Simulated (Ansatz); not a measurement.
C3H10AlN, relaxed with RKS PBE-D4/def2-SVP in Ansatz from a rough embedded geometry. The force threshold is 0.03 eV/Å; the program also tests the step.

Total charge 0; spin multiplicity 1. The bonds changed during the relaxation, so this is another structure than the one it started from.

Start:

```xyz
15

C    -1.480   -1.387    0.244
C    -0.906    0.002    0.429
C     0.570   -0.005    0.087
N     0.869   -0.341   -1.247
Al    1.447    1.778    0.557
H    -2.627   -1.318    0.543
H    -1.023   -2.124    0.912
H    -1.456   -1.680   -0.778
H    -1.059    0.275    1.516
H    -1.425    0.716   -0.210
H     1.090   -0.796    0.747
H     0.465    0.409   -1.879
H     1.791   -0.413   -1.479
H     3.007    1.817    0.571
H     0.737    3.067   -0.013
```

Problem. By how much does the energy fall, and how many steps does the optimiser take? (Best estimate.)

Solution. The calculation gave: 124.09 kJ/mol, in 12 steps, 2 of them rejected.

Problem. Which bonds change most? (An estimate is asked.)

Solution. Computed: N4–Al5 from 2.843 to 2.040 Å; C3–N4 from 1.408 to 1.534 Å; C1–H6 from 1.188 to 1.109 Å; N4–H13 from 0.954 to 1.027 Å.

Problem. Give the relaxed structure. (Estimate.)

Solution. Computed: 
```xyz
15

C    -1.508   -1.395    0.123
C    -0.950   -0.050    0.610
C     0.551    0.117    0.446
N     1.014    0.173   -1.015
Al    1.602    1.763    0.119
H    -2.608   -1.459    0.253
H    -1.053   -2.241    0.680
H    -1.297   -1.562   -0.955
H    -1.184    0.086    1.687
H    -1.477    0.786    0.096
H     1.111   -0.700    0.944
H     0.237    0.317   -1.674
H     1.569   -0.627   -1.340
H     3.176    1.724    0.417
H     0.818    3.067   -0.391
```
